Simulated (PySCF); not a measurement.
InF, SMILES [F][In] (connectivity only; charge and spin as stated), neutral, multiplicity 1. Heavy atoms are numbered as in [In:1][F:2].

Geometry: B3LYP-D3(BJ)/def2-TZVP. The def2 effective core potentials stand for the cores of In; spin–orbit coupling is left out.

Calculation: PySCF with PBE/def2-TZVPD.

Mulliken values depend strongly on the basis, most of all with diffuse functions as here. ESP charges are fitted to the potential on shells at 1.4 to 2.0 van der Waals radii. Atomic charges (e), one atom of each kind:

```csv
atom,ESP fit,Mulliken
In1,___,0.54
F2,___,-0.54
```

### Question
What belongs in the gaps? (The exact figures need the calculation; the answer reports its results.)

### Answer

- In1, ESP fit: 0.38
- F2, ESP fit: -0.38
